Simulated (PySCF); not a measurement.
**Nd⁺: ionisation energy**

Nd⁺ [Xe] 4f4 6s1 (high-spin determinant) → Nd²⁺ [Xe] 4f4 (high-spin determinant), as a difference of total energies. All numbers are calculated (PySCF 2.14, the spin-free X2C one-electron Hamiltonian (Gaussian nucleus), in cc-pVDZ-X2C). Correlated levels: valence: [Kr] 4d10 frozen. The calculations carry no spin-orbit coupling.

```tsv
method	ionisation energy (eV)	difference from reference (eV)
UHF	10.025	-0.758
MP2 (valence)	10.652	-0.131
SCS-MP2 (valence)	10.486	-0.297
CCSD (valence)	10.575	-0.208
CCSD(T) (valence)	10.633	-0.150
```

Reference: 10.783 ± 0.02 eV (semi-empirical (NIST evaluation); NIST Atomic Spectra Database, ionization energies).

Errors of the correlated levels include the incompleteness of this basis and the frozen core.

The determinant of Nd⁺ and of Nd²⁺ mixes LS terms, which raises its energy above the lowest term, most at the Hartree-Fock and MP2 levels.
